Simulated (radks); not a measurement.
Values are calculated unless marked as measured or tabulated.
Task: Ionisation of the rhenium ion Re+, [Xe] 4f14 5d5 6s1, to [Xe] 4f14 5d5 as the strength of local exchange is varied. Level of theory: Dirac Kohn-Sham, Slater X-alpha exchange (alpha = 2/3 is LDA exchange), no correlation, spin-unpolarised, spherical densities, finite nucleus; open shells fill j = l - 1/2 first; Fermi nuclear charge, rms radius 5.3698 fm (a radial shooting solver on a logarithmic mesh with Libxc functionals).

| alpha | E(Re+) (hartree) | exchange (hartree) | IE (eV) | -e of the level emptied (eV) | <r> of it (bohr) |
|---|---|---|---|---|---|
| 0.667 | -16697.4632 | -315.3018 | 15.478 | 11.823 (6s1/2) | 2.897 |
| 0.671 | -16699.3542 | -317.2310 | 15.508 | 11.851 (6s1/2) | 2.895 |
| 0.717 | -16721.1169 | -339.4505 | 15.857 | 12.187 (6s1/2) | 2.869 |
| 0.741 | -16732.4834 | -351.0672 | 16.041 | 12.364 (6s1/2) | 2.856 |
| 0.807 | -16763.7836 | -383.0977 | 16.550 | 12.857 (6s1/2) | 2.819 |
| 0.843 | -16780.8828 | -400.6210 | 16.832 | 13.130 (6s1/2) | 2.800 |
| 0.955 | -16834.1983 | -455.3734 | 17.720 | 13.998 (6s1/2) | 2.740 |
| x | -16818.4707 | -439.2040 | 17.456 | 13.739 (6s1/2) | 2.758 |

Which alpha was used in the last row?

Result: alpha = 0.922. NIST Atomic Spectra Database: 16.6 +/- 0.5 eV (semi-empirical). The Delta-SCF value meets it near alpha = 0.81. Spin polarisation and multiplet splitting are left out, so open shells lie too high by an amount that depends on their filling.

Beside tabulated values, note that spin-unpolarised runs miss the spin-polarisation part of the exchange energy of open shells.
